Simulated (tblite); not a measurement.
A geometry optimisation, step by step.

Species: C7H13B.
Bonds: C1–C2 (double), C2–B3, B3–C4, C4–C5, C5–C6, C6–C7, C7–C8, B3–C8. Hydrogens: H9, H10 on C1; H11 on C2; H12, H13 on C4; H14, H15 on C5; H16, H17 on C6; H18, H19 on C7; H20, H21 on C8.

Computed with GFN2-xTB (tblite), gas phase: L-BFGS steps from a force-field or distance-geometry start until the largest atomic force falls under 0.01 eV/Å. 9 of its 31 geometries are shown.

Step 0: E = -620.4161 eV, largest atomic force 1.501 eV/Å
```
atom  x, y, z in Å  |  force x, y, z in eV/Å
C1      3.200   -0.639   -0.465   -0.710   0.845  -0.282
C2      2.265    0.304   -0.719    0.037  -1.366   0.305
B3      0.755    0.139   -0.329    0.242   0.903   1.174
C4     -0.173    1.460   -0.378    0.255  -0.773   0.157
C5     -1.663    1.090   -0.423   -0.514   0.626  -0.425
C6     -2.060    0.079    0.655    0.098   0.048   0.343
C7     -1.296   -1.240    0.469   -0.247  -0.435   0.612
C8      0.231   -1.060    0.593    0.034  -0.121  -0.790
H9      4.229   -0.465   -0.750    0.018  -0.227   0.180
H10     2.943   -1.575    0.026    0.197   0.336  -0.239
H11     2.577    1.219   -1.194    0.149   0.109  -0.125
H12     0.089    2.064   -1.253   -0.158   0.188   0.312
H13     0.023    2.051    0.556   -0.071  -0.377  -0.822
H14    -1.901    0.674   -1.435    0.124   0.263   0.754
H15    -2.265    2.026   -0.296    0.259  -0.675  -0.135
H16    -3.150   -0.116    0.604    0.479   0.098   0.016
H17    -1.841    0.506    1.667   -0.115  -0.320  -0.734
H18    -1.635   -1.971    1.247    0.134   0.449  -0.538
H19    -1.546   -1.674   -0.515    0.131   0.216   0.330
H20     0.717   -2.013    0.292   -0.256   0.386   0.470
H21     0.492   -0.842    1.648   -0.084  -0.172  -0.565
```

Step 4: E = -620.6373 eV, largest atomic force 0.152 eV/Å
```
atom  x, y, z in Å  |  force x, y, z in eV/Å
C1      3.191   -0.624   -0.473   -0.003  -0.007  -0.014
C2      2.250    0.285   -0.718    0.053   0.056   0.131
B3      0.770    0.176   -0.254    0.042   0.025   0.083
C4     -0.173    1.430   -0.383    0.002   0.018   0.009
C5     -1.667    1.095   -0.422   -0.019  -0.026  -0.037
C6     -2.051    0.079    0.651    0.005   0.003   0.038
C7     -1.298   -1.239    0.480   -0.007  -0.007  -0.044
C8      0.222   -1.056    0.563    0.007  -0.019   0.010
H9      4.227   -0.478   -0.739    0.036  -0.031  -0.027
H10     2.956   -1.557    0.012    0.034  -0.033   0.000
H11     2.577    1.204   -1.194   -0.042  -0.018  -0.074
H12     0.080    2.072   -1.230   -0.031   0.034  -0.020
H13     0.020    2.032    0.512   -0.006   0.049   0.010
H14    -1.900    0.683   -1.405   -0.057  -0.060  -0.037
H15    -2.262    2.005   -0.302   -0.009  -0.023   0.031
H16    -3.127   -0.111    0.604   -0.003  -0.008  -0.038
H17    -1.842    0.494    1.639    0.079   0.022   0.027
H18    -1.634   -1.958    1.233   -0.001   0.052   0.013
H19    -1.541   -1.662   -0.496   -0.044   0.008  -0.079
H20     0.707   -2.002    0.315   -0.022  -0.020  -0.001
H21     0.487   -0.853    1.608   -0.013  -0.014   0.018
```

Step 8: E = -620.6443 eV, largest atomic force 0.072 eV/Å
```
atom  x, y, z in Å  |  force x, y, z in eV/Å
C1      3.195   -0.625   -0.474    0.030   0.010   0.036
C2      2.258    0.293   -0.696    0.006  -0.011  -0.013
B3      0.777    0.184   -0.235   -0.007   0.001  -0.019
C4     -0.175    1.432   -0.383   -0.012   0.014   0.002
C5     -1.669    1.091   -0.426    0.012   0.005   0.013
C6     -2.049    0.080    0.652    0.013   0.001  -0.029
C7     -1.299   -1.239    0.472    0.006   0.015   0.004
C8      0.221   -1.058    0.563   -0.003   0.007   0.013
H9      4.231   -0.486   -0.746    0.003  -0.025  -0.067
H10     2.964   -1.560    0.011    0.018   0.010   0.024
H11     2.570    1.200   -1.206    0.014  -0.001   0.032
H12     0.073    2.077   -1.230   -0.001  -0.020  -0.004
H13     0.016    2.040    0.511   -0.047   0.031  -0.008
H14    -1.910    0.674   -1.408    0.005  -0.001   0.031
H15    -2.264    1.999   -0.298   -0.018  -0.005  -0.020
H16    -3.124   -0.112    0.600    0.015   0.015   0.042
H17    -1.828    0.496    1.639    0.011  -0.019  -0.040
H18    -1.634   -1.950    1.233   -0.015  -0.022  -0.026
H19    -1.549   -1.658   -0.506    0.000   0.021   0.024
H20     0.703   -2.005    0.316    0.002   0.007  -0.017
H21     0.483   -0.858    1.610   -0.032  -0.035   0.024
```

Step 11: E = -620.6469 eV, largest atomic force 0.067 eV/Å
```
atom  x, y, z in Å  |  force x, y, z in eV/Å
C1      3.202   -0.625   -0.468   -0.024   0.004  -0.037
C2      2.263    0.294   -0.687   -0.032   0.019  -0.040
B3      0.778    0.188   -0.231    0.025  -0.024   0.054
C4     -0.176    1.436   -0.382   -0.010  -0.001  -0.016
C5     -1.669    1.091   -0.427    0.014  -0.034   0.027
C6     -2.046    0.080    0.650    0.002  -0.008   0.020
C7     -1.300   -1.238    0.470    0.014   0.020  -0.023
C8      0.221   -1.058    0.565   -0.012   0.015   0.017
H9      4.233   -0.494   -0.762   -0.003  -0.004  -0.028
H10     2.971   -1.560    0.016    0.025   0.015   0.046
H11     2.570    1.200   -1.206    0.026  -0.029   0.055
H12     0.070    2.076   -1.233    0.015  -0.007  -0.007
H13     0.006    2.051    0.509   -0.019   0.012  -0.019
H14    -1.913    0.669   -1.404    0.021  -0.001  -0.048
H15    -2.268    1.995   -0.300   -0.029   0.043  -0.018
H16    -3.121   -0.109    0.606   -0.025   0.007   0.024
H17    -1.819    0.494    1.633    0.019   0.027   0.052
H18    -1.637   -1.949    1.227   -0.020  -0.043   0.006
H19    -1.552   -1.653   -0.508    0.019  -0.012  -0.027
H20     0.702   -2.005    0.312    0.008   0.027  -0.007
H21     0.475   -0.867    1.617   -0.012  -0.029  -0.032
```

Step 15: E = -620.6506 eV, largest atomic force 0.065 eV/Å
```
atom  x, y, z in Å  |  force x, y, z in eV/Å
C1      3.207   -0.625   -0.470   -0.020  -0.038  -0.028
C2      2.265    0.294   -0.679    0.014  -0.014   0.059
B3      0.782    0.194   -0.212   -0.036   0.046  -0.002
C4     -0.179    1.439   -0.382   -0.001  -0.005   0.016
C5     -1.671    1.089   -0.428   -0.027   0.021  -0.037
C6     -2.043    0.081    0.654   -0.017   0.019   0.021
C7     -1.301   -1.237    0.465   -0.038  -0.031   0.015
C8      0.218   -1.057    0.569   -0.004  -0.022  -0.011
H9      4.232   -0.506   -0.793   -0.042   0.028   0.008
H10     2.988   -1.553    0.035    0.001   0.006   0.011
H11     2.578    1.196   -1.195   -0.006   0.032  -0.033
H12     0.070    2.070   -1.238    0.011  -0.026  -0.005
H13    -0.014    2.070    0.501    0.031   0.000  -0.004
H14    -1.911    0.662   -1.406    0.018   0.003   0.012
H15    -2.277    1.994   -0.308    0.042  -0.046  -0.018
H16    -3.120   -0.102    0.622    0.006   0.008   0.027
H17    -1.801    0.497    1.635   -0.007  -0.002  -0.001
H18    -1.645   -1.956    1.216    0.015   0.008  -0.035
H19    -1.551   -1.647   -0.516    0.019   0.012  -0.016
H20     0.702   -1.999    0.305    0.015  -0.008  -0.014
H21     0.462   -0.887    1.624    0.027   0.008   0.035
```

Step 19: E = -620.6521 eV, largest atomic force 0.044 eV/Å
```
atom  x, y, z in Å  |  force x, y, z in eV/Å
C1      3.204   -0.629   -0.473   -0.011   0.028   0.032
C2      2.266    0.296   -0.669   -0.024   0.018  -0.011
B3      0.781    0.199   -0.204    0.019  -0.031   0.017
C4     -0.181    1.440   -0.380    0.012  -0.003  -0.003
C5     -1.672    1.087   -0.430    0.022  -0.016   0.021
C6     -2.043    0.083    0.657    0.010  -0.015  -0.010
C7     -1.304   -1.238    0.464    0.030   0.017  -0.009
C8      0.216   -1.058    0.571    0.009   0.013   0.012
H9      4.226   -0.506   -0.804   -0.011   0.003  -0.009
H10     2.994   -1.551    0.044   -0.016  -0.008  -0.010
H11     2.578    1.196   -1.194   -0.025  -0.023   0.012
H12     0.072    2.064   -1.241    0.002  -0.009  -0.007
H13    -0.015    2.077    0.498    0.014   0.006  -0.001
H14    -1.908    0.659   -1.407    0.006  -0.021  -0.006
H15    -2.276    1.990   -0.314   -0.019   0.027  -0.006
H16    -3.121   -0.099    0.633   -0.008   0.005   0.006
H17    -1.796    0.498    1.637    0.004   0.003  -0.003
H18    -1.647   -1.961    1.208   -0.013  -0.017  -0.001
H19    -1.548   -1.642   -0.522    0.002   0.019  -0.002
H20     0.704   -1.997    0.300   -0.010   0.010  -0.001
H21     0.461   -0.893    1.628    0.006  -0.007  -0.020
```

Step 22: E = -620.6528 eV, largest atomic force 0.029 eV/Å
```
atom  x, y, z in Å  |  force x, y, z in eV/Å
C1      3.201   -0.627   -0.471    0.010   0.009   0.014
C2      2.263    0.298   -0.663   -0.003  -0.022  -0.012
B3      0.781    0.199   -0.198   -0.006   0.008   0.004
C4     -0.180    1.440   -0.379    0.004  -0.003   0.001
C5     -1.671    1.086   -0.430   -0.013   0.013  -0.010
C6     -2.042    0.083    0.657    0.000   0.012   0.022
C7     -1.302   -1.237    0.462   -0.013  -0.011   0.003
C8      0.216   -1.058    0.574   -0.002  -0.011  -0.001
H9      4.219   -0.505   -0.811   -0.002  -0.005   0.005
H10     2.995   -1.551    0.047   -0.016   0.014  -0.012
H11     2.574    1.195   -1.193   -0.016   0.013   0.002
H12     0.073    2.058   -1.244    0.003  -0.003  -0.006
H13    -0.014    2.082    0.495    0.004   0.002  -0.006
H14    -1.905    0.654   -1.407    0.010  -0.011   0.005
H15    -2.277    1.990   -0.319    0.001  -0.005   0.000
H16    -3.121   -0.095    0.640    0.007  -0.008  -0.021
H17    -1.792    0.499    1.635    0.018   0.009   0.021
H18    -1.649   -1.965    1.202    0.003   0.005  -0.007
H19    -1.545   -1.636   -0.526    0.006   0.006  -0.015
H20     0.704   -1.994    0.297   -0.002  -0.007   0.002
H21     0.462   -0.898    1.630    0.005  -0.006   0.013
```

Step 26: E = -620.6532 eV, largest atomic force 0.026 eV/Å
```
atom  x, y, z in Å  |  force x, y, z in eV/Å
C1      3.201   -0.625   -0.468   -0.008  -0.005  -0.024
C2      2.261    0.298   -0.662   -0.002   0.015  -0.002
B3      0.780    0.200   -0.194   -0.001  -0.011  -0.006
C4     -0.180    1.440   -0.379   -0.002   0.003  -0.003
C5     -1.671    1.086   -0.430    0.011  -0.007   0.011
C6     -2.041    0.084    0.660    0.009  -0.003  -0.007
C7     -1.303   -1.237    0.462    0.010   0.010  -0.001
C8      0.216   -1.059    0.575    0.002   0.000   0.006
H9      4.217   -0.505   -0.814    0.013   0.000   0.015
H10     2.991   -1.549    0.047   -0.003   0.001   0.007
H11     2.568    1.196   -1.192   -0.004   0.005   0.000
H12     0.075    2.054   -1.246    0.001  -0.002  -0.002
H13    -0.012    2.085    0.493   -0.005   0.006  -0.005
H14    -1.901    0.650   -1.405   -0.001  -0.001   0.007
H15    -2.277    1.989   -0.322   -0.004   0.000  -0.003
H16    -3.119   -0.095    0.641    0.008   0.004   0.004
H17    -1.787    0.500    1.638   -0.003  -0.004  -0.004
H18    -1.651   -1.967    1.198   -0.008  -0.003  -0.002
H19    -1.543   -1.631   -0.530    0.000   0.009   0.006
H20     0.704   -1.995    0.296   -0.003  -0.005   0.004
H21     0.464   -0.902    1.632   -0.009  -0.012  -0.001
```

Step 30: E = -620.6534 eV, largest atomic force 0.009 eV/Å
```
atom  x, y, z in Å  |  force x, y, z in eV/Å
C1      3.199   -0.625   -0.470    0.001   0.003   0.005
C2      2.259    0.299   -0.663    0.003  -0.003  -0.005
B3      0.779    0.199   -0.193    0.007   0.003   0.002
C4     -0.179    1.440   -0.379    0.006  -0.002   0.001
C5     -1.669    1.086   -0.429   -0.003   0.002  -0.006
C6     -2.039    0.085    0.661   -0.003   0.000   0.003
C7     -1.302   -1.236    0.461   -0.002  -0.006   0.000
C8      0.217   -1.060    0.577    0.003  -0.002  -0.002
H9      4.217   -0.505   -0.812   -0.005   0.002   0.006
H10     2.989   -1.547    0.048    0.000   0.003  -0.007
H11     2.564    1.198   -1.192    0.006   0.003  -0.003
H12     0.076    2.051   -1.248   -0.001  -0.001  -0.003
H13    -0.012    2.088    0.490    0.001   0.003  -0.001
H14    -1.899    0.647   -1.403   -0.005  -0.001  -0.004
H15    -2.278    1.988   -0.324    0.003  -0.001   0.003
H16    -3.117   -0.094    0.642   -0.004   0.003   0.008
H17    -1.785    0.500    1.639   -0.001  -0.001   0.002
H18    -1.653   -1.968    1.194   -0.002   0.001  -0.001
H19    -1.541   -1.626   -0.531   -0.002   0.000  -0.004
H20     0.703   -1.996    0.296    0.000  -0.003   0.002
H21     0.463   -0.906    1.634   -0.002  -0.002   0.004
```

Question: Summarise the path.

Answer: The energy falls by 0.2372 eV from step 0 to step 30; nine tenths of that is first reached at step 3. It falls at every step. The largest force goes from 1.501 to 0.009 eV/Å. Among the bonds B3–C4 changes most, from 1.615 to 1.580 Å; the atoms move by 0.057 Å rms after alignment.

Question: Follow the three bonds and two angles with the largest change from start to end.

Answer: 
```json
{"step": "0", "E above end (eV)": "0.2372", "largest force (eV/Å)": "1.501", "B3–C4 (Å)": "1.615", "C6–H17 (Å)": "1.120", "C5–H14 (Å)": "1.120", "H12–C4–H13 (°)": "109.4", "B3–C8–H20 (°)": "110.1"}
{"step": "1", "E above end (eV)": "0.1191", "largest force (eV/Å)": "1.089", "B3–C4 (Å)": "1.596", "C6–H17 (Å)": "1.104", "C5–H14 (Å)": "1.105", "H12–C4–H13 (°)": "108.3", "B3–C8–H20 (°)": "111.4"}
{"step": "3", "E above end (eV)": "0.0207", "largest force (eV/Å)": "0.287", "B3–C4 (Å)": "1.573", "C6–H17 (Å)": "1.090", "C5–H14 (Å)": "1.089", "H12–C4–H13 (°)": "105.9", "B3–C8–H20 (°)": "113.7"}
{"step": "4", "E above end (eV)": "0.0160", "largest force (eV/Å)": "0.152", "B3–C4 (Å)": "1.575", "C6–H17 (Å)": "1.092", "C5–H14 (Å)": "1.091", "H12–C4–H13 (°)": "105.7", "B3–C8–H20 (°)": "113.8"}
{"step": "5", "E above end (eV)": "0.0145", "largest force (eV/Å)": "0.141", "B3–C4 (Å)": "1.576", "C6–H17 (Å)": "1.092", "C5–H14 (Å)": "1.092", "H12–C4–H13 (°)": "105.6", "B3–C8–H20 (°)": "113.9"}
{"step": "7", "E above end (eV)": "0.0099", "largest force (eV/Å)": "0.072", "B3–C4 (Å)": "1.577", "C6–H17 (Å)": "1.094", "C5–H14 (Å)": "1.094", "H12–C4–H13 (°)": "105.4", "B3–C8–H20 (°)": "114.3"}
{"step": "8", "E above end (eV)": "0.0091", "largest force (eV/Å)": "0.072", "B3–C4 (Å)": "1.577", "C6–H17 (Å)": "1.094", "C5–H14 (Å)": "1.094", "H12–C4–H13 (°)": "105.4", "B3–C8–H20 (°)": "114.4"}
{"step": "9", "E above end (eV)": "0.0083", "largest force (eV/Å)": "0.066", "B3–C4 (Å)": "1.577", "C6–H17 (Å)": "1.093", "C5–H14 (Å)": "1.093", "H12–C4–H13 (°)": "105.4", "B3–C8–H20 (°)": "114.4"}
{"step": "10", "E above end (eV)": "0.0074", "largest force (eV/Å)": "0.076", "B3–C4 (Å)": "1.577", "C6–H17 (Å)": "1.092", "C5–H14 (Å)": "1.092", "H12–C4–H13 (°)": "105.4", "B3–C8–H20 (°)": "114.4"}
{"step": "12", "E above end (eV)": "0.0056", "largest force (eV/Å)": "0.079", "B3–C4 (Å)": "1.580", "C6–H17 (Å)": "1.091", "C5–H14 (Å)": "1.092", "H12–C4–H13 (°)": "105.4", "B3–C8–H20 (°)": "114.2"}
{"step": "13", "E above end (eV)": "0.0047", "largest force (eV/Å)": "0.077", "B3–C4 (Å)": "1.581", "C6–H17 (Å)": "1.091", "C5–H14 (Å)": "1.092", "H12–C4–H13 (°)": "105.4", "B3–C8–H20 (°)": "114.1"}
{"step": "14", "E above end (eV)": "0.0037", "largest force (eV/Å)": "0.073", "B3–C4 (Å)": "1.582", "C6–H17 (Å)": "1.092", "C5–H14 (Å)": "1.093", "H12–C4–H13 (°)": "105.4", "B3–C8–H20 (°)": "114.0"}
{"step": "16", "E above end (eV)": "0.0022", "largest force (eV/Å)": "0.047", "B3–C4 (Å)": "1.582", "C6–H17 (Å)": "1.094", "C5–H14 (Å)": "1.093", "H12–C4–H13 (°)": "105.3", "B3–C8–H20 (°)": "113.8"}
{"step": "17", "E above end (eV)": "0.0019", "largest force (eV/Å)": "0.038", "B3–C4 (Å)": "1.581", "C6–H17 (Å)": "1.094", "C5–H14 (Å)": "1.093", "H12–C4–H13 (°)": "105.3", "B3–C8–H20 (°)": "113.8"}
{"step": "18", "E above end (eV)": "0.0016", "largest force (eV/Å)": "0.041", "B3–C4 (Å)": "1.581", "C6–H17 (Å)": "1.093", "C5–H14 (Å)": "1.093", "H12–C4–H13 (°)": "105.3", "B3–C8–H20 (°)": "113.7"}
{"step": "20", "E above end (eV)": "0.0010", "largest force (eV/Å)": "0.044", "B3–C4 (Å)": "1.580", "C6–H17 (Å)": "1.092", "C5–H14 (Å)": "1.092", "H12–C4–H13 (°)": "105.4", "B3–C8–H20 (°)": "113.6"}
{"step": "21", "E above end (eV)": "0.0008", "largest force (eV/Å)": "0.034", "B3–C4 (Å)": "1.580", "C6–H17 (Å)": "1.092", "C5–H14 (Å)": "1.093", "H12–C4–H13 (°)": "105.4", "B3–C8–H20 (°)": "113.6"}
{"step": "22", "E above end (eV)": "0.0006", "largest force (eV/Å)": "0.029", "B3–C4 (Å)": "1.580", "C6–H17 (Å)": "1.092", "C5–H14 (Å)": "1.093", "H12–C4–H13 (°)": "105.4", "B3–C8–H20 (°)": "113.6"}
{"step": "23", "E above end (eV)": "0.0005", "largest force (eV/Å)": "0.023", "B3–C4 (Å)": "1.580", "C6–H17 (Å)": "1.092", "C5–H14 (Å)": "1.093", "H12–C4–H13 (°)": "105.4", "B3–C8–H20 (°)": "113.6"}
{"step": "25", "E above end (eV)": "0.0003", "largest force (eV/Å)": "0.024", "B3–C4 (Å)": "1.580", "C6–H17 (Å)": "1.093", "C5–H14 (Å)": "1.093", "H12–C4–H13 (°)": "105.4", "B3–C8–H20 (°)": "113.5"}
{"step": "26", "E above end (eV)": "0.0002", "largest force (eV/Å)": "0.026", "B3–C4 (Å)": "1.579", "C6–H17 (Å)": "1.093", "C5–H14 (Å)": "1.093", "H12–C4–H13 (°)": "105.4", "B3–C8–H20 (°)": "113.5"}
{"step": "27", "E above end (eV)": "0.0001", "largest force (eV/Å)": "0.021", "B3–C4 (Å)": "1.579", "C6–H17 (Å)": "1.093", "C5–H14 (Å)": "1.093", "H12–C4–H13 (°)": "105.4", "B3–C8–H20 (°)": "113.5"}
{"step": "29", "E above end (eV)": "0.0000", "largest force (eV/Å)": "0.014", "B3–C4 (Å)": "1.580", "C6–H17 (Å)": "1.093", "C5–H14 (Å)": "1.093", "H12–C4–H13 (°)": "105.3", "B3–C8–H20 (°)": "113.5"}
{"step": "30", "E above end (eV)": "0.0000", "largest force (eV/Å)": "0.009", "B3–C4 (Å)": "1.580", "C6–H17 (Å)": "1.093", "C5–H14 (Å)": "1.093", "H12–C4–H13 (°)": "105.3", "B3–C8–H20 (°)": "113.5"}
```

The cost below is that of the whole relaxation. Hardware: an Arm Neoverse V2 with one thread, shared host with 32 logical CPUs at a one-minute load of 12. Cost: 0.16 s.
